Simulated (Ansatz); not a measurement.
This Ansatz (a quantum-chemistry and plane-wave program) input (MP2/def2-QZVPPD) gives -288.91901 Eh with 76 basis functions. A basis named .json is the Basis Set Exchange file of that set (core-valence sets with the plain set on hydrogen).

Ansatz 0.2 input:
```yaml
crystal:
  periodic: [false, false, false]
  atoms:
    - {symbol: Si, position_ang: [0.00000000, 0.00000000, 0.00000000]}
basis:
  gaussian:
    orbitals: def2-QZVPPD.json
magnetization: {spin_polarized: true, initial_magnetization: 2}
correlation: {method: mp2, electrons: outside_noble_gas}
scf: {lower_state_search: full}
```

Change:
```diff
- orbitals: def2-QZVPPD.json
+ orbitals: pcseg-3.json
```

**Question.** What does the run give now?

**Answer.** -288.91138 Eh (MP2/pcseg-3, 64 functions), a change of +7.63 mEh.
